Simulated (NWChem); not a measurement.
System: CHF₂NO₂Si; SMILES [Si](N=C=O)(F)(F)O

NWChem printed, in part:

```
             Northwest Computational Chemistry Package (NWChem) 7.3.0
             --------------------------------------------------------

                             Geometry "geometry" -> ""
                             -------------------------

 Output coordinates in angstroms (scale by  1.889725989 to convert to a.u.)

  No.       Tag          Charge          X              Y              Z
 ---- ---------------- ---------- -------------- -------------- --------------
    1 O                    8.0000    -0.09765100    -3.28705600    -0.00201100
    2 C                    6.0000    -0.05518100    -2.12539700    -0.00116300
    3 N                    7.0000    -0.00715600    -0.92740900    -0.00021900
    4 Si                  14.0000     0.01559300     0.75291600     0.00047500
    5 O                    8.0000    -1.51398500     1.30017100     0.02466700
    6 F                    9.0000     0.84590700     1.28503100     1.26379700
    7 F                    9.0000     0.80582300     1.28753500    -1.28731800
    8 H                    1.0000    -1.66744900     2.24965000     0.02127300

 Effective nuclear repulsion energy (a.u.)     373.0423968646

                                 NWChem DFT Module
                                 -----------------

 Summary of "ao basis" -> "ao basis" (spherical)
 ------------------------------------------------------------------------------
       Tag                 Description            Shells   Functions and Types
 ---------------- ------------------------------  ------  ---------------------
 O                          def2-svp                 6       14   3s2p1d
 C                          def2-svp                 6       14   3s2p1d
 N                          def2-svp                 6       14   3s2p1d
 Si                         def2-svp                 8       18   4s3p1d
 F                          def2-svp                 6       14   3s2p1d
 H                          def2-svp                 3        5   2s1p

 in cosmo_initialize ...
 calling solv_data for solv:chcl3

 solvent parameters
 solvname_short: chcl3
 solvname_long:  chloroform
 dielec:        4.7113
 dielecinf:     2.0906
 nonaqueous SMD model solvent descriptors
 dielec:        4.7113
 sola:          0.1500
 solb:          0.0200
 solc:          0.0000
 solg:         38.3900
 solh:          0.7500
 soln:          1.4459

          ---------------
          -cosmo- solvent
          ---------------
 Cosmo: York-Karplus, doi: 10.1021/jp992097l
 dielectric constant -eps-     =   4.71
 screen = (eps-1)/(eps    )    =   0.78774
 surface charge correction     = lagrangian

   van der Waals surface
 --------------------------

 ---------- ATOMIC COORDINATES (A.U.) ------------ VDWR(ANG.) --
     1   -0.18453363   -6.21163515   -0.00380024     2.024
     2   -0.10427697   -4.01641795   -0.00219775     1.850
     3   -0.01352288   -1.75254889   -0.00041385     1.890
     4    0.02946650    1.42280493    0.00089762     2.470
     5   -2.86101680    2.45696693    0.04661387     2.024
     6    1.59853244    2.42835648    2.38823004     1.730
     7    1.52278467    2.43308835   -2.43267828     1.730
     8   -3.15102171    4.25122207    0.04020014     1.200
 number of segments per atom =        128
 number of   points per atom =        128
 atom (   nspa,  nppa )
 ----------------------
    1 (     96,     0 )       0
    2 (     50,     0 )       0
    3 (     44,     0 )       0
    4 (     56,     0 )       0
    5 (     77,     0 )       0
    6 (     65,     0 )       0
    7 (     65,     0 )       0
    8 (     28,     0 )       0
 number of -cosmo- surface points =      481
 molecular surface =    145.522 angstrom**2
 molecular volume  =    124.549 angstrom**3
 -lineq- algorithm             =   0
 -bem- low  level              =   3
 -bem- from -octahedral-
 gaussian surface charge width =   4.50000
 degree of switching           =   1.00000
 switching function tolerance  =   0.00010
 atomic radii =
 --------------
    1  8.000  2.024
    2  6.000  1.850
    3  7.000  1.890
    4 14.000  2.470
    5  8.000  2.024
    6  9.000  1.730
    7  9.000  1.730
    8  1.000  1.200
 ...... end of -cosmo- initialization ......

[...]

                                COSMO-SMD solvation results
                                ---------------------------

             internal energy in gas <Psi(g)|H|Psi(g)> =      -732.305837773321
         internal energy in solvent <Psi(s)|H|Psi(s)> =      -732.305289601652
                               delta internal energy  =         0.000548171669 (    0.34 kcal/mol)
   total free energy in solvent <Psi(s)|H+V/2|Psi(s)> =      -732.314065204376
 polarization energy contribution <Psi(s)|V/2|Psi(s)> =        -0.008775602724 (   -5.51 kcal/mol)
    total free energy in solvent including G(SMD-CDS) =      -732.311767567942
                       G(SMD-CDS) energy contribution =         0.002297636433 (    1.44 kcal/mol)
     1 M fixed-concentration free energy of solvation =        -0.005929794621 (   -3.72 kcal/mol)

                       DFT Final Molecular Orbital Analysis
                       ------------------------------------

 Vector   29  Occ=2.000000D+00  E=-3.726155D-01
              MO Center= -1.1D+00,  1.1D+00,  1.9D-02, r^2= 2.0D+00
   Bfn.  Coefficient  Atom+Function         Bfn.  Coefficient  Atom+Function
  ----- ------------  ---------------      ----- ------------  ---------------
    66      0.568330  5 O  pz                69      0.422010  5 O  pz
    78     -0.165477  6 F  px                92      0.165655  7 F  px
    81      0.119603  6 F  px                95     -0.120071  7 F  px
     6     -0.097425  1 O  pz                34     -0.096780  3 N  pz
    55      0.093078  4 Si pz                59      0.075261  4 Si d  1

 Vector   30  Occ=2.000000D+00  E=-3.415768D-01
              MO Center= -5.0D-02, -1.7D+00, -1.6D-03, r^2= 2.4D+00
   Bfn.  Coefficient  Atom+Function         Bfn.  Coefficient  Atom+Function
  ----- ------------  ---------------      ----- ------------  ---------------
    32      0.459102  3 N  px                 4      0.403305  1 O  px
    35     -0.367264  3 N  px                 7      0.292850  1 O  px
    65      0.079101  5 O  py                18     -0.072575  2 C  px
    63     -0.062493  5 O  s                 93      0.061435  7 F  py
    24     -0.059322  2 C  d -2              79      0.057305  6 F  py

 Vector   31  Occ=2.000000D+00  E=-3.398746D-01
              MO Center= -1.1D-01, -1.5D+00,  1.5D-03, r^2= 2.9D+00
   Bfn.  Coefficient  Atom+Function         Bfn.  Coefficient  Atom+Function
  ----- ------------  ---------------      ----- ------------  ---------------
    34      0.447728  3 N  pz                 6      0.391660  1 O  pz
    37     -0.359367  3 N  pz                 9      0.285343  1 O  pz
    66      0.165030  5 O  pz                69      0.127617  5 O  pz
    79      0.096270  6 F  py                93     -0.093745  7 F  py
    20     -0.074568  2 C  pz                82     -0.071196  6 F  py

 Vector   32  Occ=0.000000D+00  E= 2.524036D-02
              MO Center= -7.9D-02, -1.5D+00,  8.0D-03, r^2= 3.2D+00
   Bfn.  Coefficient  Atom+Function         Bfn.  Coefficient  Atom+Function
  ----- ------------  ---------------      ----- ------------  ---------------
    20      0.545615  2 C  pz                23      0.522789  2 C  pz
    55     -0.404474  4 Si pz                 9     -0.363772  1 O  pz
     6     -0.331689  1 O  pz                37     -0.271488  3 N  pz
    34      0.200540  3 N  pz                52     -0.196693  4 Si pz
    57      0.144023  4 Si d -1              91     -0.140121  7 F  s

 Vector   33  Occ=0.000000D+00  E= 2.570569D-02
              MO Center= -1.0D-01, -1.3D+00, -8.2D-03, r^2= 3.8D+00
   Bfn.  Coefficient  Atom+Function         Bfn.  Coefficient  Atom+Function
  ----- ------------  ---------------      ----- ------------  ---------------
    18      0.537513  2 C  px                21      0.515940  2 C  px
    53     -0.382877  4 Si px                 7     -0.358527  1 O  px
    63     -0.340421  5 O  s                  4     -0.326658  1 O  px
    35     -0.270883  3 N  px               104      0.210622  8 H  s
    32      0.199503  3 N  px                50     -0.182420  4 Si px

 Vector   34  Occ=0.000000D+00  E= 4.597971D-02
              MO Center= -4.1D-01,  1.1D+00,  5.0D-03, r^2= 5.2D+00
   Bfn.  Coefficient  Atom+Function         Bfn.  Coefficient  Atom+Function
  ----- ------------  ---------------      ----- ------------  ---------------
    46      1.234210  4 Si s                 31     -0.747386  3 N  s
    63     -0.623803  5 O  s                 17      0.588456  2 C  s
   104      0.561662  8 H  s                 77     -0.309653  6 F  s
    91     -0.309637  7 F  s                 44      0.194989  4 Si s
    30     -0.193919  3 N  s                 62     -0.173368  5 O  s

     Multipole analysis of the density
     ---------------------------------

     L   x y z        total         alpha         beta         nuclear
     -   - - -        -----         -----         ----         -------
     0   0 0 0     -0.000000    -31.000000    -31.000000     62.000000

     1   1 0 0     -0.488461     -0.378549     -0.378549      0.268638
     1   0 1 0      0.835219     -0.342290     -0.342290      1.519799
     1   0 0 1      0.003104      0.011973      0.011973     -0.020842

     2   2 0 0    -32.324887    -75.977937    -75.977937    119.630986
     2   1 1 0     -3.966912     -7.526764     -7.526764     11.086616
     2   1 0 1     -0.005743      0.080738      0.080738     -0.167219
     2   0 2 0    -32.234927   -330.129506   -330.129506    628.024084
     2   0 1 1      0.037099     -0.119885     -0.119885      0.276869
     2   0 0 2    -33.566533    -69.089893    -69.089893    104.613253
```

Level: PBE0/def2-SVP, SMD on the gas-phase geometry. Coordinates come from a PBE0/def2-SVP optimisation. Solvent: chloroform.

Q: Which NWChem input produces such a log?

A: Several could match; the one computed here: the input that was run:
```
start job
memory heap 200 mb stack 900 mb global 1100 mb
geometry units angstroms noautosym nocenter noautoz
  O     -0.097651    -3.287056    -0.002011
  C     -0.055181    -2.125397    -0.001163
  N     -0.007156    -0.927409    -0.000219
  Si     0.015593     0.752916     0.000475
  O     -1.513985     1.300171     0.024667
  F      0.845907     1.285031     1.263797
  F      0.805823     1.287535    -1.287318
  H     -1.667449     2.249650     0.021273
end
basis spherical
  * library def2-svp
end
dft
  xc pbe0
  iterations 150
end
cosmo
  do_cosmo_smd true
  solvent chcl3
end
task dft energy
```
